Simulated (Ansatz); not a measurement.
**Which is lower?**

Two relaxed structures of B2SiH5F, singlet (PBE0-D4/def2-TZVP; forces vanish, vibrations not checked).

A:

B1  (-0.286, 1.114, -1.463)
B2  (-0.184, -0.980, 1.249)
F3  (1.976, 1.013, 0.483)
Si4  (0.482, 0.484, 0.269)
H5  (-1.075, 0.417, -2.024)
H6  (-0.064, 2.206, -1.887)
H7  (0.581, -1.203, 0.129)
H8  (-1.274, -1.323, 0.896)
H9  (0.374, -1.428, 2.201)
(Å)

B:

| atom | x (Å) | y (Å) | z (Å) |
| --- | --- | --- | --- |
| B1 | -0.2508 | 1.1357 | -1.2709 |
| B2 | 0.8169 | 0.4578 | -0.2207 |
| F3 | 2.1117 | 0.6577 | -0.0216 |
| Si4 | -0.1277 | -0.9560 | 0.9634 |
| H5 | -0.5255 | 0.5959 | -2.3058 |
| H6 | -0.9595 | 2.0417 | -0.9327 |
| H7 | 0.5063 | -2.2869 | 0.7503 |
| H8 | -1.5764 | -1.0705 | 0.6407 |
| H9 | 0.0049 | -0.5755 | 2.3973 |

Program: Ansatz 0.2.0. Basis: def2-TZVPP. Cores are frozen in the correlated methods. B3LYP uses VWN-RPA correlation.

Task: Which structure is lower at CCSD(T), and by how much? (To be estimated.)

Result: Computed: B, by 5.05 kcal/mol (electronic energy, against the other). By their contacts, A is B₂SiH₅F ([BH2][Si]1([F])[H][BH2]1) and B is B₂SiH₅F ([BH2][B]([F])[SiH3]).

All methods give the same order:

```json
{"method": "PBE-D4", "E(B) − E(A) (kcal/mol)": "-3.04"}
{"method": "r2SCAN-D4", "E(B) − E(A) (kcal/mol)": "-3.61"}
{"method": "PBE0-D4", "E(B) − E(A) (kcal/mol)": "-4.30"}
{"method": "B3LYP-D4", "E(B) − E(A) (kcal/mol)": "-6.29"}
{"method": "wB97M-V", "E(B) − E(A) (kcal/mol)": "-4.62"}
{"method": "HF", "E(B) − E(A) (kcal/mol)": "-14.46"}
{"method": "MP2", "E(B) − E(A) (kcal/mol)": "-3.35"}
{"method": "CCSD", "E(B) − E(A) (kcal/mol)": "-6.33"}
{"method": "CCSD(T)", "E(B) − E(A) (kcal/mol)": "-5.05"}
```

The T1 diagnostic stays at or below 0.015.

Labels in which every atom is bracketed show which atoms are joined, not bond orders.

For scale, one of the runs: CCSD(T)/def2-TZVPP, 205 basis functions, launched by `ansatz run in.yaml --threads 2 --pin off --events-out ev --progress --plain --max-ram 4352MiB`. The run took 70 s on 2 CPU threads of an Arm Neoverse V1 (shared host), with 2.6 GiB of host memory at its peak.
